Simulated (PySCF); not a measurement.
Species: C5H6O2.
SMILES with atom numbers: `[OH:1][CH2:2][c:3]1[cH:4][cH:5][o:6][cH:7]1` (hydrogens: H8 on O1; H9, H10 on C2; H11 on C4; H12 on C5; H13 on C7)

The same species was optimised twice, with GFN2-xTB and with PBE0-D3(BJ)/def2-SVP (PySCF), and the same property calculations (PySCF, gas phase) were run on both structures.

```tsv
coordinate	GFN2-xTB	PBE0-D3(BJ)/def2-SVP	change
C3–C4 (Å)	1.423	1.437	+0.014
O1–C2 (Å)	1.414	1.406	-0.008
C5–O6 (Å)	1.342	1.348	+0.006
O6–C7 (Å)	1.341	1.347	+0.006
C4–C5 (Å)	1.359	1.362	+0.003
C3–C7 (Å)	1.364	1.366	+0.002
C2–C3 (Å)	1.496	1.497	+0.001
O1–C2–C3 (°)	112.4	113.5	+1.1
C5–O6–C7 (°)	107.1	107.5	+0.4
C4–C5–O6 (°)	110.6	110.3	-0.3
C2–C3–C4 (°)	126.7	127.0	+0.3
C4–C3–C7 (°)	105.3	105.1	-0.2
C2–C3–C7 (°)	127.9	127.8	-0.1
C3–C4–C5 (°)	106.1	106.2	+0.1
C3–C7–O6 (°)	110.9	110.8	-0.1
O1–C2–C3–C4 (°)	-86	-81	+5
```

Rotational constants: A = 7111, B = 1848, C = 1618 MHz (GFN2-xTB) against A = 7080, B = 1837, C = 1602 MHz (PBE0-D3(BJ)/def2-SVP). Point groups within 0.08 Å: C1 and C1.

On the GFN2-xTB structure: HOMO (eV) -6.76 [PBE0/pcSseg-1]; LUMO (eV) 0.11 [PBE0/pcSseg-1]; dipole (D) 1.65 [PBE0/pcSseg-1]; GIAO shielding of O1 (ppm) 273.7 [PBE0/pcSseg-1]; GIAO shielding of C2 (ppm) 125.8 [PBE0/pcSseg-1]; GIAO shielding of C3 (ppm) 53.2 [PBE0/pcSseg-1]; GIAO shielding of C4 (ppm) 69.6 [PBE0/pcSseg-1]; GIAO shielding of C5 (ppm) 39.1 [PBE0/pcSseg-1]; GIAO shielding of O6 (ppm) 31.7 [PBE0/pcSseg-1]; GIAO shielding of C7 (ppm) 39.8 [PBE0/pcSseg-1].

What do these properties become on the PBE0-D3(BJ)/def2-SVP structure?

```tsv
property	level	on GFN2-xTB	on PBE0-D3(BJ)/def2-SVP	change
HOMO (eV)	PBE0/pcSseg-1	-6.76	-6.82	-0.06
LUMO (eV)	PBE0/pcSseg-1	0.11	0.09	-0.02
dipole (D)	PBE0/pcSseg-1	1.65	1.62	-0.03
energy, GFN2-xTB geometry as zero (kcal/mol)	PBE0/pcSseg-1	0.0	-0.3	-0.3
GIAO shielding of O1 (ppm)	PBE0/pcSseg-1	273.7	278.0	+4.3
GIAO shielding of C2 (ppm)	PBE0/pcSseg-1	125.8	126.2	+0.4
GIAO shielding of C3 (ppm)	PBE0/pcSseg-1	53.2	52.7	-0.5
GIAO shielding of C4 (ppm)	PBE0/pcSseg-1	69.6	68.7	-0.9
GIAO shielding of C5 (ppm)	PBE0/pcSseg-1	39.1	37.1	-2.0
GIAO shielding of O6 (ppm)	PBE0/pcSseg-1	31.7	27.8	-3.9
GIAO shielding of C7 (ppm)	PBE0/pcSseg-1	39.8	38.6	-1.2
```

The heavy atoms differ by 0.030 Å rms after alignment. Among bonds between heavy atoms C3–C4 changes most (+0.014 Å). Changes are differences of the printed values. Neither structure is proved a minimum here.

Conformer computed: `[OH:1][CH2:2][c:3]1[cH:4][cH:5][o:6][cH:7]1`: O1–C2–C3–C4 -81°, H–O1–C2–C3 50°.
